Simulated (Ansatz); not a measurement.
One change: `NC1CCC1` becomes `[SiH3]C1CCC1`.

Ansatz, PBE0-D4/def2-TZVP geometries, multiplicity 1. Each molecule was computed in one conformer, which needn't be the lowest.

| property | `NC1CCC1` |
| --- | --- |
| LUMO energy (ωB97M-V/def2-TZVPP) / eV | 2.60 |
| LUMO energy (PBE/def2-TZVPP) / eV | 0.39 |
| HOMO energy (PBE0/def2-TZVPP) / eV | -6.67 |
| HOMO energy (ωB97M-V/def2-TZVPP) / eV | -9.04 |
| size of the dipole moment (B3LYP/def2-TZVPP) / D | 1.15 |
| HOMO energy (B3LYP/def2-TZVPP) / eV | -6.45 |

Problem. What does the change do to each property? (An estimate is asked.)

Solution. Computed: 
```
                                        property  `[SiH3]C1CCC1`  shift
           LUMO energy (ωB97M-V/def2-TZVPP) / eV            2.35  -0.25
               LUMO energy (PBE/def2-TZVPP) / eV           -0.03  -0.42
              HOMO energy (PBE0/def2-TZVPP) / eV           -8.02  -1.35
           HOMO energy (ωB97M-V/def2-TZVPP) / eV          -10.25  -1.21
size of the dipole moment (B3LYP/def2-TZVPP) / D            0.99  -0.16
             HOMO energy (B3LYP/def2-TZVPP) / eV           -7.84  -1.39
```

With PBE0 the HOMO falls by 1.35 eV and the LUMO falls by 0.41 eV, so the gap widens by about 0.94 eV. PBE moves the HOMO by -1.53 eV and ωB97M-V by -1.21 eV. Dipoles are sizes alone; their direction can turn.

B3LYP here is the variant with VWN-RPA as its local correlation; programs differ in this.
